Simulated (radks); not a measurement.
Charge is removed step by step from the 4d level of Tc+, starting from [Kr] 4d5 5s1. Method: scalar-relativistic Kohn-Sham, PBEsol, spin-unpolarised, spherical densities, point nucleus; computed with a radial shooting solver on a logarithmic mesh with Libxc functionals.

removed (e) = 0: E - E(0) (eV) 0.000; eigenvalue (eV) -14.116; E minus straight line (eV) 0.000
removed (e) = 0.125: E - E(0) (eV) 1.849; eigenvalue (eV) -15.469; E minus straight line (eV) -0.622
removed (e) = 0.25: E - E(0) (eV) 3.868; eigenvalue (eV) -16.850; E minus straight line (eV) -1.073
removed (e) = 0.375: E - E(0) (eV) 6.062; eigenvalue (eV) -18.260; E minus straight line (eV) -1.349
removed (e) = 0.5: E - E(0) (eV) 8.434; eigenvalue (eV) -19.696; E minus straight line (eV) -1.448
removed (e) = 0.625: E - E(0) (eV) 10.987; eigenvalue (eV) -21.158; E minus straight line (eV) -1.365
removed (e) = 0.75: E - E(0) (eV) 13.725; eigenvalue (eV) -22.645; E minus straight line (eV) -1.099
removed (e) = 0.875: E - E(0) (eV) 16.649; eigenvalue (eV) -24.156; E minus straight line (eV) -0.645
removed (e) = 1: E - E(0) (eV) 19.764; eigenvalue (eV) -25.691; E minus straight line (eV) 0.000

Removing the whole electron costs 19.764 eV by Delta-SCF, against 14.116 eV from minus the eigenvalue at the starting occupation. Slater's transition state (half an electron removed) gives 19.696 eV. Integrating minus the eigenvalue over the occupation (Janak's theorem) gives 19.765 eV. In this scalar-relativistic scheme the density is built from large components alone, so the theorem holds only approximately. The mean slope of the eigenvalue, de/dn, is 11.6 eV per electron.
